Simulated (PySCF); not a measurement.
# Two-component Hartree-Fock for Zn(3+) (zinc, charge +3)

Start: [Ar] 3d9; 3d3/2 filled at m_j = -3/2, -1/2, +1/2, +3/2; 3d5/2 filled at m_j = -3/2, -1/2, +1/2, +3/2, +5/2. Calculated with PySCF 2.14 in x2c-TZVPPall-2c: generalised Hartree-Fock with the X2C-1e Hamiltonian and a Gaussian nucleus; one run each with spin-orbit coupling (SO) switched off, then screened by Boettger's factors.

```
spinor shell  electrons  ε, spin-free (eV)  ε, screened SO (eV)  weight of nominal j (screened SO)  rms radius, screened SO (bohr)
       1s1/2          2            -9772.6              -9772.4                              1.000                          0.0580
       2s1/2          2            -1276.6              -1276.5                              1.000                           0.244
       2p1/2          2            -1107.9              -1124.6                              0.999                           0.217
       3s1/2          2            -199.68              -199.66                              1.000                           0.727
       3p1/2          2            -147.14              -150.61                              0.953                           0.759
       3p3/2          4            -147.14              -145.43                              0.977                           0.770
       3d3/2          4            -62.804              -63.524                              0.832                           0.906
       3d5/2          5            -62.804              -62.236                              0.865                           0.916
```

Problem. Where does 2p3/2 lie, and what is the 2p spin-orbit splitting (screened SO)?

Solution. At -1099.8 eV, 24.853 eV above 2p1/2.

```csv
quantity,spin-free,screened SO
E (hartree),-1791.95793,-1792.01432
M_J,5/2,5/2
⟨J²⟩,8.753,8.753
⟨L²⟩,6.003,6.004
⟨S²⟩,0.751,0.752
```

Each row is a mean over spinors that exchange with the open shell spreads, by up to 8.053 eV (3p3/2).

Rows whose weight is well below 1 are mixtures of j = l ± 1/2: exchange outweighs spin-orbit coupling there, and the label is only the starting occupation.

Without spin-orbit coupling the j labels of p, d and f shells carry no meaning; the spin-free column gives the mean over the occupied spinors of each nl shell.
